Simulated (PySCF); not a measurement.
Excitation energy of Co⁺ by level of theory

Co⁺ [Ar] 3d8 (3F) → Co⁺ [Ar] 3d7 4p1 (high-spin determinant), as a difference of total energies. Computed with PySCF 2.14 in aug-cc-pwCVTZ-DK with one added diffuse shell each of s, p, d, f, g type (11s10p8d5f4g, 152 functions), with scalar relativity by spin-free X2C-1e. Correlated levels: valence: [Ar] frozen; valence and next inner shell: [Ne] frozen; nothing frozen. The calculations carry no spin-orbit coupling.

| method | excitation energy (cm⁻¹) |
| --- | --- |
| UHF | 27650 |
| LDA | 49917 |
| PBE | 47181 |
| PBE0 | 43894 |
| r2SCAN | 44231 |
| MP2 (valence) | 46883 |
| SCS-MP2 (valence) | 47398 |
| MP2 (valence and next inner shell) | 51527 |
| SCS-MP2 (valence and next inner shell) | 50368 |
| MP2 (all electrons) | 51641 |
| SCS-MP2 (all electrons) | 50408 |

A first-order spin-orbit estimate (lowest level to lowest level, LS coupling) adds 0.013 eV.

The determinant of the upper state mixes LS terms, which raises its energy above the lowest term, most at the Hartree-Fock and MP2 levels.
